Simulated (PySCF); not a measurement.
PySCF input for BClH, SMILES [BH]Cl, multiplicity 2, PBE-D3(BJ)/def2-TZVPD. Coordinates come from a PBE-D3(BJ)/def2-TZVPD optimisation. The isomer is the one that the SMILES or the coordinates give; other isomers of the formula were not compared.

```python
import numpy as np
from pyscf import gto, scf, dft, df
from pyscf.hessian import thermo

mol = gto.M(
    atom='''
    B    -0.20537257   -1.22429422    0.00000000
    Cl    0.01908058    0.47834976    0.00000000
    H     0.70249300   -2.01047485    0.00000000
    ''',
    basis='def2-TZVPD',
    charge=0,
    spin=1,
    max_memory=1600,
    verbose=3,
)
mf = dft.UKS(mol, xc='pbe').density_fit(auxbasis='def2-universal-jkfit')
mf.disp = 'd3bj'
mf.grids.level = 3
mf.conv_tol = 1e-11
mf.max_cycle = 100
mf.kernel()
fine, coarse = mf.grids, dft.Grids(mol).set(level=1).build(with_non0tab=True)
for _ in range(3):  # follow internal instabilities
    mf.grids = coarse
    mo, _, stable, _ = mf.stability(return_status=True, nroots=4)
    mf.grids = fine
    if stable:
        break
    mf.kernel(mf.make_rdm1(mo, mf.mo_occ))

# [left out here: the lines that compute and print the analytic Hessian (its translational invariance restored by hand, since the grid's response is missing), thermochemistry and intensities]
```

Log of the run:

```

WARN: HOMO -0.165959638970438 >= LUMO -0.165959638970438

converged SCF energy = -485.38426218052  <S^2> = 0.75256022  2S+1 = 2.0025586
<class 'pyscf.df.df_jk.DFUKS'> wavefunction is stable in the internal stability analysis

WARN: DFTD3 does not support analytical Hessian, using finite difference


WARN: Mole.unit (angstrom) is changed to Bohr

Mode                                 0                   1                   2
Irrep
Freq [cm^-1]                      819.5830            879.2888           2570.1397
Reduced mass [au]                   1.4023              3.9868              1.0968
Force const [Dyne/A]                0.5550              1.8161              4.2685
Char temp [K]                    1179.1975           1265.1009           3697.8588
Normal mode                   x     y     z       x     y     z       x     y     z
       0   B                 0.07 -0.11  0.00   -0.09 -0.23  0.00   -0.07  0.06  0.00
       1  Cl                -0.01  0.05  0.00    0.02  0.06  0.00   -0.00 -0.00  0.00
       2   H                -0.44 -0.70 -0.00    0.35  0.24 -0.00    0.71 -0.63  0.00
temperature 298.1500 [K]
pressure 101325.00 [Pa]
Rotational constants [GHz] 592.69232 17.77814 17.26040
Symmetry number 1
Zero-point energy (ZPE) 0.00973 [Eh]   25534.360 [J/mol]
                           tot       elec      trans        rot        vib
Entropy [J/mol/K]       239.849      5.763    156.835     75.814      1.438
Cv [J/mol/K]             29.752      0.000     12.472     12.472      4.808
Cp [J/mol/K]             38.066      0.000     20.786     12.472      4.808
Internal energy [J/mol]                      3718.434   3718.434  25879.255
Internal energy [Eh]   -485.37157  -485.38426
Enthalpy [J/mol]                             6197.391   3718.434  25879.255
Enthalpy [Eh]          -485.37063
Gibbs free energy [J/mol]                  -40562.840 -18885.426  25450.536
Gibbs free energy [Eh] -485.39787
mode   freq/cm-1   IR/(km/mol)
   1      819.58        21.612
   2      879.29        81.061
   3     2570.14        77.530
max |gradient| / (hartree/bohr): 4.688865052067526e-05
APT charges: [ 0.3558 -0.3007 -0.0551]
```

The run converged.

Cost: around 22 core-seconds (rough).
